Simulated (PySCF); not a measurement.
InH2(SMe), CH5InS.
Structure used (PBE0-D3(BJ)/def2-SVP), in Å, numbered top down from 1:
```
atom  x, y, z in Å
In1    0.7053    1.4500   -0.9616
H2     1.8502    0.2340   -1.3950
H3     0.5870    3.0971   -1.4359
S4    -0.9917    0.6790    0.5471
C5    -0.5909   -1.0895    0.7697
H6     0.3140   -1.3862    0.2216
H7    -1.4353   -1.6967    0.4142
H8    -0.4386   -1.2876    1.8398
```

Method: TDDFT B3LYP/def2-SVPD, vertical, gas phase, core orbitals frozen in the response, def2 core potentials past Kr in PySCF. Spin–orbit coupling is left out.

Q: List the vertical singlet excitations with oscillator strengths and describe the spectrum.

A: 

| state | λ (nm) | E (eV) | f | \|μ\| (D) | main configurations (H = HOMO, L = LUMO) |
| --- | --- | --- | --- | --- | --- |
| S1 | 296.1 | 4.19 | 0.052 | 1.82 | H→L (94%) |
| S2 | 273.0 | 4.54 | 0.0012 | 0.26 | H-1→L (100%) |
| S3 | 249.2 | 4.98 | 0.022 | 1.08 | H→L+1 (98%) |
| S4 | 227.6 | 5.45 | 0.0001 | 0.07 | H-2→L (99%) |
| S5 | 213.4 | 5.81 | 0.0027 | 0.35 | H→L+2 (62%), H→L+4 (24%), H→L+3 (11%) |
| S6 | 210.6 | 5.89 | 0.022 | 0.99 | H→L+3 (52%), H→L+2 (31%), H→L+4 (16%) |
| S7 | 198.9 | 6.23 | 0.037 | 1.26 | H→L+4 (57%), H→L+3 (36%) |
| S8 | 196.3 | 6.32 | 0.379 | 3.98 | H-1→L+1 (88%) |
| S9 | 187.2 | 6.62 | 0.0037 | 0.38 | H-1→L+2 (70%), H-1→L+4 (15%), H-1→L+3 (14%) |
| S10 | 184.5 | 6.72 | 0.017 | 0.82 | H-1→L+3 (60%), H-1→L+2 (26%), H-1→L+4 (12%) |

Triplets, Tamm–Dancoff:

```tsv
state	E (eV)	λ (nm)	main configurations (H = HOMO, L = LUMO)
T1	3.47	357.3	H→L (99%)
T2	4.27	290.3	H-1→L (93%)
T3	4.65	266.7	H→L+1 (90%)
T4	5.07	244.5	H-2→L (99%)
```

The lowest singlet lies at 4.19 eV (296 nm, ultraviolet) and is of moderate strength; its leading configuration is HOMO→LUMO (94%). The strongest level in the table is S8 at 6.32 eV (196 nm, f = 0.379). Löwdin shares by element: HOMO sulfur 73%, carbon 12%, indium 10%; LUMO indium 66%, hydrogen 17% or more, sulfur 16%. Of the 10 states listed, 6 reach f = 0.01 and 1 stays under 0.0005. The listed states span 2.53 eV, and the widest gap between neighbours is 0.47 eV (S3 to S4). No computed singlet lies in the visible range (380 to 750 nm); the lowest, at 296 nm, stands 0.93 eV above its violet end (3.26 eV). The vertical ionisation energy (ΔSCF) is 8.91 eV, 2.19 eV above S10. The window holds the lowest 10 singlets.

The run took 33 s of wall time on one thread of an x86-64 server, shared host.

One conformer stands for the species.
